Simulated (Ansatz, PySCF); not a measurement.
This triplet is an excited state, 0.61 eV above the relaxed singlet at the level frozen-core CCSD(T)/cc-pVTZ // B3LYP-D3(BJ)/def2-TZVP (Ansatz, a quantum-chemistry and plane-wave program).

B3LYP has the VWN-RPA correlation part, as in Gaussian. 

Cartesian coordinates (Å):
```xyz
8

B      1.5672     0.0972    -0.2222
C      0.1035     0.3679    -0.3171
C     -1.2182    -0.0277     0.1341
H      2.3642     0.7402    -0.8338
H      1.9533    -0.7909     0.4885
H     -1.1834    -0.8479     0.8652
H     -1.7476     0.8153     0.5949
H     -1.8390    -0.3541    -0.7097
```
Charge 0, spin multiplicity 3.

Task: What dipole moment, total energy and highest occupied spin orbital does B3LYP-D3(BJ)/def2-TZVP (PySCF) give?

Result: 
```json
{
  "dipole_moment": "1.94 D",
  "total_energy": "-103.9902 Ha",
  "highest_occupied_spin_orbital": "-6.06 eV"
}
```
